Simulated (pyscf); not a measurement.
**`[GeH2]=[AsH]`, singlet**

Gas-phase minimum from PySCF at ωB97X-D3(BJ)/def2-SVP, one conformer. 

```
Ge
H 1 1.5327
H 1 1.5330 2 111.44
As 1 2.2018 2 126.27 3 179.98
H 4 1.5236 1 90.08 2 0.02
```
Charge 0, spin multiplicity 1.

Properties at ωB97X-D3(BJ)/def2-SVP:

```
Item                                                                                                                                                                Result
---------------------------------------------------------------------------------------------------------------------  ---------------------------------------------------
Harmonic wavenumbers, unscaled                                                                                         390, 432, 473, 590, 719, 887, 2191, 2204, 2248 cm⁻¹
Zero-point energy                                                                                                                                            14.5 kcal/mol
Rotational symmetry number                                                                                                                                               1
Entropy of this conformer at 298 K and 1 atm, rigid rotor and harmonic oscillator, modes under 100 cm⁻¹ raised to 100                                      285.2 J/(mol K)
Dipole moment                                                                                                                                                       1.53 D
```

Single-point totals, which compare only within one level (frozen core for MP2 and CC):

```json
[
 {"level": "ωB97X-D3(BJ)/def2-TZVP", "total energy (hartree)": "-4314.55609"},
 {"level": "PBE/def2-TZVP", "total energy (hartree)": "-4314.00588"},
 {"level": "r²SCAN/def2-TZVP", "total energy (hartree)": "-4314.64087"},
 {"level": "B3LYP-D3(BJ)/def2-TZVP", "total energy (hartree)": "-4314.76021"},
 {"level": "PBE0-D3(BJ)/def2-TZVP", "total energy (hartree)": "-4314.12664"},
 {"level": "M06-2X/def2-TZVP", "total energy (hartree)": "-4314.66327"},
 {"level": "ωB97M-D3(BJ)/def2-TZVP", "total energy (hartree)": "-4314.69068"},
 {"level": "HF/def2-TZVPP", "total energy (hartree)": "-4311.28777"},
 {"level": "MP2/def2-TZVPP", "total energy (hartree)": "-4311.80861"},
 {"level": "CCSD/def2-TZVPP", "total energy (hartree)": "-4311.82280"},
 {"level": "CCSD(T)/def2-TZVPP", "total energy (hartree)": "-4311.84574"}
]
```

The CCSD(T) − MP2 part came from Ansatz, without density fitting, on the same reference. The frozen core leaves the outer d or s,p core shells of the metals and heavy elements correlated in the MP2 and CC values, and def2-TZVPP describes them poorly, so these totals are far from the basis limit. Elements up to Kr have no core potential and no relativistic terms here.
